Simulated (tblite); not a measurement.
Species: C6H7NOSi.
Structure used (GFN2-xTB), in Å, numbered top down from 1:
```xyz
16
C6H7NOSi angstrom
C      4.7018    0.0328    0.3825
C      3.5147    0.1348    0.5652
C      2.1769    0.2464    0.7731
C      0.9797    0.3429    0.9448
Si    -0.8315    0.4847    1.2914
N     -1.5199    0.2258   -0.3296
C     -0.8349   -0.0289   -1.5671
C     -2.8392    0.2918   -0.2226
O     -3.3490    0.5017    0.8630
H      5.7346   -0.0546    0.2232
H     -1.2240   -0.6163    2.1608
H     -1.1277    1.8465    1.7157
H     -0.0202    0.6838   -1.6924
H     -1.5281    0.0680   -2.4036
H     -0.4134   -1.0365   -1.5726
H     -3.4276    0.1535   -1.1435
```

Computed with GFN2-xTB (tblite): harmonic, unscaled wavenumbers at the GFN2-xTB geometry, gas phase. This tight-binding method is rough: wavenumbers can miss measured ones by several per cent, in bad cases by 10 to 20. Modes of hydrogen on silicon can be 10 to 20 % off. One conformer, not necessarily the lowest.

Harmonic wavenumbers (cm⁻¹): 27.9, 49.0, 54.3, 123.0, 131.1, 156.4, 215.4, 238.3, 260.9, 303.9, 334.5, 400.4, 400.8, 500.0, 519.5, 617.4, 633.6, 642.9, 643.9, 657.8, 723.0, 746.7, 935.2, 1055.6, 1070.1, 1104.5, 1203.5, 1323.9, 1400.4, 1439.1, 1468.0, 1491.7, 1693.9, 2194.9, 2281.5, 2312.5, 2315.5, 2821.7, 2968.0, 2995.7, 3006.9, 3400.3.

A = 4226, B = 576.9, C = 512.5 MHz; mass 137.030 u (most abundant isotopes); point group C1, symmetry number 1.

Q: What is the zero-point energy?

A: Half the sum of the wavenumbers: 23432 cm⁻¹ = 280.31 kJ/mol.

Q: Give the ideal-gas entropy at 298.15 K and 1 bar in the rigid-rotor, harmonic-oscillator model (classical rotation).

A: Translation 170.22, rotation 125.24, vibration 160.18: S = 455.6 J/(mol K).

Q: And Cp and H(298.15 K) − H(0)?

A: Cp = 175.88 J/(mol K), of which vibrations give 142.62 (their classical limit is 42 R = 349.2); H(298.15 K) − H(0) = 33.50 kJ/mol without the zero-point energy, 23.59 from vibrations.

Q: Blend soft modes into free rotors: weight 1/[1 + (100 cm⁻¹/ν̃)⁴] for the oscillator and the rest for a rotor with moment μB/(μ + B), μ = h/(8π²ν), B = 10⁻⁴⁴ kg m². What vibrational entropy results?

A: 141.91 J/(mol K) in place of 160.18, which changes −T·S at 298.15 K by +5.45 kJ/mol.

Q: What must be added to the electronic energy to get the Gibbs energy at 298.15 K and 1 bar?

A: ZPE + [H(298.15 K) − H(0)] − T·S = 280.31 + 33.50 − 135.85 = 177.96 kJ/mol.

Q: Which modes carry the vibrational entropy at 298.15 K?

A: 27.9 cm⁻¹: 24.99; 49.0 cm⁻¹: 20.32; 54.3 cm⁻¹: 19.47; 123.0 cm⁻¹: 12.77; 131.1 cm⁻¹: 12.26; 156.4 cm⁻¹: 10.85 J/(mol K); the other 36 give 59.51 together.

Hindered rotation and anharmonicity are outside this model. Other conformers, if any are populated, would add a mixing term that is left out. The structure is chiral; the term R ln 2 for an equal mix with its mirror image is left out.

On one thread, AMD EPYC (x86_64) (shared host), this took 1.6 s. The figure is for the frequency step alone.
